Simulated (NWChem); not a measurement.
A series in which one site is exchanged, each optimised at PBE0/def2-SVP with NWChem, gas phase unless a solvent is named. All stand in one matching conformer (torsions within 35°), which need not be the lowest. This build's default masses of Se (78.918 u) and Br (79.917 u) are each other's, which moves their modes by up to 0.6 %.

A: FC(C(=C)F)F (C₃H₃F₃; site = F)
B: C(F)(C=C)F (C₃H₄F₂; site = H)
C: C(F)(C(Cl)=C)F (C3H3ClF2; site = Cl)
D: C=C(Br)C(F)F (C3H3BrF2; site = Br)

```
quantity                                                           A     B     C     D
---------------------------------------------------------------  ---  ----  ----  ----
orbital gap (eV), PBE0/def2-SVP                                  ___  7.98  7.23  6.99
lowest singlet excitation, PBE/def2-SVPD, TDA (eV)               ___  6.59  6.02  5.45
SMD solvation free energy in n-hexane, PBE0/def2-SVP (kcal/mol)  ___  -2.3  -2.6  -3.3
```

What belongs in the gaps?


- orbital gap (eV), PBE0/def2-SVP, A: 7.83
- lowest singlet excitation, PBE/def2-SVPD, TDA (eV), A: 6.92
- SMD solvation free energy in n-hexane, PBE0/def2-SVP (kcal/mol), A: -1.7
